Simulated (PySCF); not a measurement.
# Spin-rotation constants: `C#C[C@@H](F)[C@@H]1C[C@]12C[C@@H]2F`, C8H8F2

Geometry:
| atom | x (Å) | y (Å) | z (Å) |
| --- | --- | --- | --- |
| C1 | 2.625 | -0.430 | -1.089 |
| C2 | 2.061 | -0.074 | -0.095 |
| C3 | 1.399 | 0.414 | 1.103 |
| F4 | 1.449 | 1.803 | 1.123 |
| C5 | -0.049 | -0.026 | 1.206 |
| C6 | -0.458 | -1.390 | 0.694 |
| C7 | -0.880 | -0.160 | -0.015 |
| C8 | -0.888 | 0.391 | -1.393 |
| C9 | -2.133 | 0.410 | -0.543 |
| F10 | -2.571 | 1.610 | -0.063 |
| H11 | 3.119 | -0.761 | -1.953 |
| H12 | 1.962 | 0.088 | 1.992 |
| H13 | -0.531 | 0.348 | 2.103 |
| H14 | 0.305 | -2.003 | 0.236 |
| H15 | -1.196 | -1.944 | 1.255 |
| H16 | -0.386 | 1.334 | -1.555 |
| H17 | -0.854 | -0.283 | -2.236 |
| H18 | -2.982 | -0.221 | -0.781 |

Theory: GIAO KT3/pcSseg-1 magnetisability, rotational g tensor and spin-rotation constants, non-relativistic, gas phase in PySCF. Geometry: GFN2-xTB.

Problem. Give the nuclear spin-rotation constants along the inertial axes (H = +C I·J) beside the isotropic shieldings.

Solution. Rotational constants 2.0452, 0.9472, 0.8678 GHz. A star marks the isotopologue with that one atom substituted, in its own axes.
```tsv
atom	isotope	Caa (kHz)	Cbb (kHz)	Ccc (kHz)	mean (kHz)	σ (ppm)
F4	19F	1.657	0.535	0.654	0.949	349.5
F10	19F	0.926	0.358	0.568	0.617	387.0
H11	1H	-0.186	-0.038	-0.064	-0.096	29.6
H12	1H	-0.050	-0.077	-0.006	-0.044	25.6
H13	1H	-0.177	-0.020	-0.068	-0.088	29.7
H14	1H	-0.104	-0.033	-0.102	-0.080	30.7
H15	1H	-0.161	-0.103	-0.013	-0.092	30.6
H16	1H	-0.177	-0.072	-0.023	-0.091	30.0
H17	1H	-0.223	0.008	-0.086	-0.101	30.6
H18	1H	0.004	-0.058	-0.067	-0.040	27.0
C1	13C*	0.560	0.164	0.216	0.313	109.3
C2	13C*	0.600	0.152	0.213	0.322	109.5
C3	13C*	0.539	0.220	0.217	0.326	97.3
C5	13C*	0.256	0.188	0.126	0.190	159.8
C6	13C*	0.228	0.158	0.126	0.171	169.4
C7	13C*	0.317	0.081	0.176	0.191	165.4
C8	13C*	0.302	0.099	0.157	0.186	167.5
C9	13C*	0.652	0.124	0.216	0.331	107.9
```
For the geometry as given, no vibrational averaging.
